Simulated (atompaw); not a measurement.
## Reading a pseudo-wave (K (Z = 19))

Columns: radius, all-electron u(r) and pseudo u(r) of the 4p shell (level -0.84 eV) of potassium in the configuration [Ne] 3s2 3p6 4s1 4p0; LDA (PW92), scalar-relativistic, PAW (atompaw) scheme, atompaw 4.2.0.5.

```tsv
r (bohr)	all-electron	pseudo
0.115	0.0561	-0.0102
0.231	0.0753	-0.0399
0.346	0.0431	-0.0852
0.462	-0.0086	-0.1419
0.577	-0.0585	-0.2026
0.692	-0.0979	-0.2611
0.808	-0.1242	-0.3116
0.923	-0.1374	-0.3479
1.038	-0.1396	-0.3669
1.154	-0.1330	-0.3670
1.269	-0.1198	-0.3484
1.385	-0.1017	-0.3132
1.500	-0.0804	-0.2656
1.615	-0.0569	-0.2098
1.731	-0.0320	-0.1499
1.846	-0.0066	-0.0913
1.962	0.0191	-0.0365
2.077	0.0443	0.0114
2.192	0.0690	0.0521
2.308	0.0932	0.0862
2.423	0.1164	0.1142
2.538	0.1386	0.1383
2.654	0.1601	0.1601
2.769	0.1803	0.1803
2.885	0.1998	0.1998
3.000	0.2181	0.2181
```

Question: How many radial nodes do the two functions have?

Answer: The all-electron 4p function has n − l − 1 = 2; the pseudo-wave has 1, since 1 lower shell of the same l stays in the valence.

Question: At about which radius was the pseudo-wave matched?

Answer: 2.75 bohr. The columns agree to 0.0005 from 2.54 bohr on; several derivatives are matched, so the curves merge somewhat inside the radius.

Question: Is the pseudo-wave norm-conserving?

Answer: No, it belongs to a PAW set: the norm inside the radius is not constrained, and the difference is carried by the augmentation charge.
